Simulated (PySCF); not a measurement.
PySCF job for C2H10FNSi2, SMILES C([SiH2][Si@H](F)N)C, PBE-D3(BJ)/def2-SVP. Coordinates come from a PBE-D3(BJ)/def2-SVP optimisation. The structure was generated by enumeration; whether it is a known compound was not checked. One conformer was computed; it need not be the lowest.

```python
import numpy as np
from pyscf import gto, scf, dft, df
from pyscf.hessian import thermo

mol = gto.M(
    atom='''
    C    -2.27062977   -0.09870686   -2.61819150
    C    -1.60530791   -0.50761605   -1.29795164
    Si   -0.34368748    0.74902015   -0.62189701
    Si    0.69102606   -0.12385490    1.29404008
    N     1.50212378   -1.57153425    0.79795783
    F     1.69112345    1.02823913    1.93738971
    H    -2.82798544    0.85537343   -2.51644562
    H    -2.99145282   -0.86639609   -2.96938018
    H    -1.52197737    0.04544685   -3.42443318
    H    -2.36887987   -0.67464780   -0.50684880
    H    -1.06790778   -1.47554604   -1.40126728
    H     0.72797115    0.99815500   -1.65875253
    H    -1.00801511    2.07239642   -0.33648302
    H    -0.23991354   -0.52141693    2.40527658
    H     2.11933557   -1.55474215   -0.01778390
    H     1.83673375   -2.24641097    1.49076165
    ''',
    basis='def2-SVP',
    charge=0,
    spin=0,
    max_memory=1600,
    verbose=3,
)
mf = dft.RKS(mol, xc='pbe').density_fit(auxbasis='def2-universal-jkfit')
mf.disp = 'd3bj'
mf.grids.level = 3
mf.conv_tol = 1e-11
mf.max_cycle = 100
mf.kernel()

# [left out here: the lines that compute and print the analytic Hessian (its translational invariance restored by hand, since the grid's response is missing), thermochemistry and intensities]
```

Program output:

```
[...]
      13   H                 0.02 -0.03 -0.00   -0.00  0.00 -0.00   -0.00  0.00  0.00
      14   H                -0.00  0.01  0.00   -0.00 -0.00 -0.00    0.00  0.00  0.00
      15   H                 0.01 -0.02 -0.01    0.00  0.00  0.00   -0.00 -0.00  0.00
Mode                                27                  28                  29
Irrep
Freq [cm^-1]                     1344.6574           1384.3023           1423.2372
Reduced mass [au]                   1.2147              1.0961              1.0422
Force const [Dyne/A]                1.2940              1.2376              1.2439
Char temp [K]                    1934.6626           1991.7028           2047.7215
Normal mode                   x     y     z       x     y     z       x     y     z
       0   C                 0.05 -0.03  0.11    0.02  0.01  0.02   -0.02 -0.04 -0.00
       1   C                -0.01 -0.01 -0.00   -0.01  0.05 -0.06   -0.01 -0.02 -0.01
       2  Si                -0.00 -0.00  0.00    0.00  0.00 -0.00    0.00  0.00  0.00
       3  Si                -0.00  0.00 -0.00    0.00  0.00  0.00   -0.00 -0.00  0.00
       4   N                -0.00 -0.00  0.00    0.00 -0.00 -0.00    0.00  0.00  0.00
       5   F                 0.00  0.00  0.00    0.00  0.00  0.00   -0.00  0.00 -0.00
       6   H                -0.13 -0.06 -0.49   -0.02 -0.00 -0.11    0.40  0.25 -0.37
       7   H                -0.09  0.30 -0.39    0.01  0.03 -0.02    0.01 -0.21  0.35
       8   H                -0.40  0.11 -0.30   -0.08  0.03 -0.07   -0.07  0.64  0.07
       9   H                -0.03  0.12 -0.01    0.28 -0.59  0.11    0.01  0.03  0.03
      10   H                 0.08  0.05 -0.09   -0.34 -0.22  0.53    0.05  0.01  0.02
      11   H                -0.01  0.01  0.00    0.00 -0.01  0.00    0.00 -0.00 -0.00
      12   H                 0.01 -0.00 -0.01   -0.01 -0.01  0.01   -0.00  0.00  0.00
      13   H                 0.00 -0.00 -0.00   -0.00  0.00 -0.00    0.00  0.00  0.00
      14   H                 0.00 -0.00  0.00    0.00  0.00 -0.00   -0.00  0.00 -0.00
      15   H                 0.00 -0.00 -0.00   -0.00  0.00  0.00   -0.00  0.00  0.00
Mode                                30                  31                  32
Irrep
Freq [cm^-1]                     1425.4251           1494.0218           2124.2513
Reduced mass [au]                   1.0341              1.1180              1.0371
Force const [Dyne/A]                1.2379              1.4703              2.7572
Char temp [K]                    2050.8694           2149.5648           3056.3247
Normal mode                   x     y     z       x     y     z       x     y     z
       0   C                -0.03  0.01  0.02   -0.00  0.00 -0.00    0.00  0.00  0.00
       1   C                -0.02  0.01  0.01    0.00  0.00 -0.00    0.00  0.00  0.00
       2  Si                -0.00  0.00  0.00   -0.00  0.00  0.00   -0.02 -0.01  0.02
       3  Si                 0.00  0.00 -0.00   -0.00 -0.01 -0.00   -0.00  0.00 -0.00
       4   N                 0.00 -0.00 -0.00   -0.06  0.06  0.02    0.00 -0.00  0.00
       5   F                -0.00  0.00  0.00    0.00  0.00  0.00    0.00  0.00  0.00
       6   H                 0.42  0.24  0.22    0.00  0.00  0.00    0.00 -0.00 -0.00
       7   H                 0.50 -0.33 -0.31    0.00 -0.00  0.00    0.00  0.00 -0.00
       8   H                -0.32 -0.18 -0.30   -0.00  0.00 -0.00   -0.00 -0.00 -0.00
       9   H                 0.03 -0.01  0.05    0.00 -0.00  0.00   -0.01 -0.01 -0.00
      10   H                -0.02  0.01 -0.05   -0.00 -0.00  0.00   -0.00 -0.00 -0.00
      11   H                -0.00 -0.00  0.00   -0.00 -0.00  0.00    0.69  0.16 -0.66
      12   H                -0.00  0.00  0.00    0.00  0.00 -0.01   -0.08  0.13  0.04
      13   H                -0.00  0.00  0.00    0.01  0.02 -0.00   -0.00 -0.00  0.01
      14   H                -0.00  0.00 -0.00    0.33 -0.52  0.27    0.00 -0.00  0.00
      15   H                -0.00  0.00  0.00    0.45 -0.18 -0.44    0.00 -0.00 -0.00
Mode                                33                  34                  35
Irrep
Freq [cm^-1]                     2145.6184           2166.0292           2963.1366
Reduced mass [au]                   1.0432              1.0416              1.0367
Force const [Dyne/A]                2.8295              2.8792              5.3629
Char temp [K]                    3087.0671           3116.4337           4263.2938
Normal mode                   x     y     z       x     y     z       x     y     z
       0   C                 0.00  0.00  0.00   -0.00 -0.00  0.00   -0.02  0.01 -0.04
       1   C                 0.00 -0.00  0.00   -0.00  0.00 -0.00    0.00 -0.00  0.00
       2  Si                 0.02 -0.03 -0.01    0.00 -0.00 -0.00    0.00  0.00 -0.00
       3  Si                -0.00 -0.00  0.00    0.02  0.01 -0.03    0.00 -0.00  0.00
       4   N                 0.00 -0.00  0.00   -0.00  0.00 -0.00   -0.00  0.00 -0.00
       5   F                 0.00  0.00  0.00    0.00  0.00 -0.00   -0.00 -0.00 -0.00
       6   H                -0.00 -0.00 -0.00    0.00 -0.00 -0.00    0.27 -0.47 -0.06
       7   H                -0.00  0.00 -0.00   -0.00  0.00 -0.00    0.39  0.43  0.18
       8   H                 0.00  0.00  0.00    0.00  0.00  0.00   -0.38 -0.07  0.39
       9   H                 0.00  0.00 -0.00   -0.00 -0.00 -0.00    0.00  0.00 -0.00
      10   H                -0.00 -0.01 -0.00   -0.00 -0.00 -0.00   -0.00  0.00 -0.00
      11   H                -0.10 -0.04  0.10   -0.03 -0.01  0.02   -0.00 -0.00  0.00
      12   H                -0.42  0.84  0.18   -0.08  0.15  0.03   -0.00 -0.00 -0.00
      13   H                 0.11  0.04 -0.13   -0.60 -0.25  0.71    0.00  0.00 -0.00
      14   H                -0.00  0.00 -0.00    0.00 -0.01 -0.00   -0.00 -0.00  0.00
      15   H                 0.00 -0.00  0.00    0.00  0.00 -0.00   -0.00  0.00 -0.00
Mode                                36                  37                  38
Irrep
Freq [cm^-1]                     2971.2272           3019.1917           3045.5706
Reduced mass [au]                   1.0611              1.1018              1.1031
Force const [Dyne/A]                5.5191              5.9175              6.0286
Char temp [K]                    4274.9344           4343.9446           4381.8980
Normal mode                   x     y     z       x     y     z       x     y     z
       0   C                 0.00  0.01 -0.00   -0.02  0.01  0.01    0.05  0.08 -0.00
       1   C                -0.01 -0.06  0.04    0.06 -0.04 -0.04    0.00  0.01 -0.00
       2  Si                 0.00  0.00  0.00    0.00 -0.00 -0.00   -0.00 -0.00 -0.00
       3  Si                -0.00 -0.00  0.00    0.00 -0.00 -0.00   -0.00  0.00 -0.00
       4   N                 0.00  0.00 -0.00    0.00  0.00  0.00    0.00 -0.00  0.00
       5   F                -0.00  0.00 -0.00   -0.00  0.00  0.00    0.00  0.00  0.00
       6   H                 0.02 -0.02 -0.00    0.09 -0.17 -0.02    0.22 -0.35 -0.04
       7   H                -0.04 -0.05 -0.02   -0.01  0.00  0.00   -0.48 -0.52 -0.23
       8   H                -0.02 -0.00  0.03    0.13  0.03 -0.13   -0.28 -0.04  0.31
       9   H                 0.49  0.09 -0.50   -0.43 -0.10  0.44   -0.04 -0.01  0.04
      10   H                -0.33  0.57  0.08   -0.31  0.58  0.06    0.03 -0.05 -0.01
      11   H                 0.00  0.00 -0.00   -0.00 -0.00  0.00   -0.00 -0.00  0.00
      12   H                -0.00  0.00 -0.00   -0.00  0.00  0.00   -0.00 -0.00  0.00
      13   H                 0.00  0.00 -0.00   -0.00 -0.00  0.00    0.00 -0.00  0.00
      14   H                -0.00 -0.00 -0.00   -0.00 -0.00 -0.00   -0.00  0.00 -0.00
      15   H                -0.00 -0.00  0.00    0.00 -0.00  0.00    0.00 -0.00 -0.00
Mode                                39                  40                  41
Irrep
Freq [cm^-1]                     3054.5976           3484.9905           3581.6014
Reduced mass [au]                   1.1031              1.0498              1.0959
Force const [Dyne/A]                6.0644              7.5120              8.2827
Char temp [K]                    4394.8859           5014.1254           5153.1269
Normal mode                   x     y     z       x     y     z       x     y     z
       0   C                 0.06 -0.04 -0.04   -0.00 -0.00  0.00   -0.00 -0.00  0.00
       1   C                 0.02 -0.01 -0.01   -0.00  0.00 -0.00    0.00  0.00 -0.00
       2  Si                 0.00 -0.00 -0.00    0.00 -0.00 -0.00   -0.00 -0.00  0.00
       3  Si                -0.00 -0.00  0.00    0.00  0.00  0.00    0.00  0.00 -0.00
       4   N                 0.00  0.00 -0.00    0.04 -0.03 -0.00    0.01  0.03 -0.07
       5   F                -0.00  0.00 -0.00   -0.00  0.00  0.00    0.00  0.00 -0.00
       6   H                -0.32  0.56  0.06   -0.00  0.00 -0.00    0.00 -0.00 -0.00
       7   H                 0.01 -0.01 -0.01   -0.00 -0.00 -0.00   -0.00 -0.00 -0.00
       8   H                -0.44 -0.09  0.46    0.00  0.00 -0.00    0.00  0.00 -0.00
       9   H                -0.13 -0.03  0.13    0.00 -0.00  0.00    0.00  0.00 -0.00
      10   H                -0.09  0.17  0.02    0.00  0.00  0.00    0.00 -0.00  0.00
      11   H                -0.00 -0.00  0.00    0.00  0.00 -0.00    0.00 -0.00 -0.00
      12   H                -0.00  0.00  0.00   -0.00  0.00 -0.00   -0.00 -0.00 -0.00
      13   H                -0.00 -0.00  0.00   -0.00 -0.00  0.00   -0.00 -0.00  0.00
      14   H                -0.00 -0.00 -0.00   -0.38 -0.02  0.54   -0.42 -0.00  0.56
      15   H                -0.00 -0.00  0.00   -0.21  0.47 -0.49    0.21 -0.43  0.43
temperature 298.1500 [K]
pressure 101325.00 [Pa]
Rotational constants [GHz] 4.43254 0.99138 0.87135
Symmetry number 1
Zero-point energy (ZPE) 0.11738 [Eh]   308171.997 [J/mol]
                           tot       elec      trans        rot        vib
Entropy [J/mol/K]       418.570      0.000    168.790    120.581    129.200
Cv [J/mol/K]            151.142      0.000     12.472     12.472    126.198
Cp [J/mol/K]            159.456      0.000     20.786     12.472    126.198
Internal energy [J/mol]                      3718.434   3718.434 327908.954
Internal energy [Eh]   -814.83894  -814.96667
Enthalpy [J/mol]                             6197.391   3718.434 327908.954
Enthalpy [Eh]          -814.83800
Gibbs free energy [J/mol]                  -44127.344 -32232.691 289388.047
Gibbs free energy [Eh] -814.88553
mode   freq/cm-1   IR/(km/mol)
   1       38.51         0.232
   2       61.13         0.418
   3       72.61         0.219
   4      154.51         1.218
   5      188.09         2.782
   6      215.41         0.360
   7      240.08         1.332
   8      288.33        23.753
   9      326.81        30.558
  10      412.11        88.457
  11      430.35        61.201
  12      455.71        11.682
  13      562.53        20.134
  14      642.64        35.599
  15      675.93        57.063
  16      731.72       205.313
  17      750.36        15.254
  18      791.04        26.058
  19      836.69        30.035
  20      869.18       104.126
  21      897.36        20.075
  22      900.46       183.485
  23      954.00        12.057
  24      960.79         6.883
  25     1027.61        22.352
  26     1203.50         1.003
  27     1207.02         0.516
  28     1344.66         2.753
  29     1384.30         2.172
  30     1423.24         3.116
  31     1425.43         7.978
  32     1494.02        39.487
  33     2124.25        79.977
  34     2145.62        85.060
  35     2166.03       139.875
  36     2963.14        37.026
  37     2971.23         7.960
  38     3019.19         1.685
  39     3045.57        19.119
  40     3054.60        18.904
  41     3484.99        23.025
  42     3581.60        26.771
max |gradient| / (hartree/bohr): 0.0001399479123735404
APT charges: [ 0.0679 -0.2095  0.712   1.3494 -0.7776 -0.6521 -0.0074 -0.0451 -0.0074
 -0.0151 -0.0072 -0.2421 -0.2357 -0.2807  0.179   0.1714]
```

Self-consistency was reached.
